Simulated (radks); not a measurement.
Results of a calculation; reference values are marked as such.
How relativity changes the ionisation of the ytterbium ion Yb2+ ([Xe] 4f14) to Yb3+ ([Xe] 4f13). Spin-unpolarised spherical Kohn-Sham, PBE, point nucleus unless stated (finite: rms radius 5.3108 fm), a radial shooting solver on a logarithmic mesh with Libxc functionals. A level marked "c x" has the speed of light scaled by that factor and shares open shells by 2j + 1; other Dirac levels either fill j = l - 1/2 first or share by 2j + 1.

[
 {"level": "non-rel.", "E(Yb2+) (hartree)": "-13394.6540", "E(Yb3+) (hartree)": "-13393.5126", "IE (eV)": "31.058", "HOMO": "4f", "<r> HOMO (bohr)": "0.7425"},
 {"level": "scalar-rel.", "E(Yb2+) (hartree)": "-14059.1147", "E(Yb3+) (hartree)": "-14058.1377", "IE (eV)": "26.585", "HOMO": "4f", "<r> HOMO (bohr)": "0.7802"},
 {"level": "scalar-rel., finite nucleus", "E(Yb2+) (hartree)": "-14057.4516", "E(Yb3+) (hartree)": "-14056.4745", "IE (eV)": "26.587", "HOMO": "4f", "<r> HOMO (bohr)": "0.7802"},
 {"level": "Dirac, 2j+1 shares", "E(Yb2+) (hartree)": "-14075.2694", "E(Yb3+) (hartree)": "-14074.2959", "IE (eV)": "26.489", "HOMO": "4f7/2", "<r> HOMO (bohr)": "0.7902"},
 {"level": "Dirac, low j first", "E(Yb2+) (hartree)": "-14075.2694", "E(Yb3+) (hartree)": "-14074.3179", "IE (eV)": "25.890", "HOMO": "4f7/2", "<r> HOMO (bohr)": "0.7902"},
 {"level": "Dirac, 2j+1 shares, finite nucleus", "E(Yb2+) (hartree)": "-14073.5932", "E(Yb3+) (hartree)": "-14072.6196", "IE (eV)": "26.491", "HOMO": "4f7/2", "<r> HOMO (bohr)": "0.7902"},
 {"level": "Dirac, c x 0.75", "E(Yb2+) (hartree)": "-14776.8088", "E(Yb3+) (hartree)": "-14775.9528", "IE (eV)": "23.294", "HOMO": "4f7/2", "<r> HOMO (bohr)": "0.8414"},
 {"level": "Dirac, c x 10", "E(Yb2+) (hartree)": "-13400.6048", "E(Yb3+) (hartree)": "-13399.4652", "IE (eV)": "31.010", "HOMO": "4f7/2", "<r> HOMO (bohr)": "0.7430"},
 {"level": "Dirac, c x 100", "E(Yb2+) (hartree)": "-13394.7134", "E(Yb3+) (hartree)": "-13393.5721", "IE (eV)": "31.057", "HOMO": "4f7/2", "<r> HOMO (bohr)": "0.7426"}
]

NIST Atomic Spectra Database: 25.05 eV (semi-empirical). The relativistic part of the total energy of Yb2+ is -678.9 hartree (Dirac, 2j+1 shares, finite nucleus), 5.1 % of the non-relativistic value. Spin polarisation and multiplet splitting of open shells are left out at every level.

Beside tabulated values, note that relativity, absent from the non-relativistic runs, is large for the heavy elements, and spin-unpolarised runs miss the spin-polarisation part of the exchange energy of open shells.
